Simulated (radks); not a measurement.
Coulomb parameter of the 3d shell of the vanadium ion V3+ in the model configuration [Ar] 3d1 4p1, as a second difference U = [E(n + 1) + E(n - 1) - 2 E(n)] / (1)^2 with all orbitals relaxed. "Bare": the charge of the atom changes with n. "Screened": the 4p shell takes up the change at fixed total charge, which measures U(3d,3d) + U(4p,4p) - 2 U(3d,4p). Method: Dirac Kohn-Sham, PBEsol, spin-unpolarised, spherical densities, point nucleus; open shells are shared between the two j in proportion to 2j + 1; computed with a radial shooting solver on a logarithmic mesh with Libxc functionals.

[
 {"case": "start", "configuration": "[Ar] 3d1 4p1", "E - E(n) (eV)": "0.000"},
 {"case": "bare +1", "configuration": "[Ar] 3d2 4p1", "E - E(n) (eV)": "-35.958"},
 {"case": "bare -1", "configuration": "[Ar] 4p1", "E - E(n) (eV)": "53.967"},
 {"case": "screened +1", "configuration": "[Ar] 3d2", "E - E(n) (eV)": "-17.547"},
 {"case": "screened -1", "configuration": "[Ar] 4p2", "E - E(n) (eV)": "22.637"}
]

U(bare) = 18.009 eV, U(screened by 4p) = 5.090 eV.
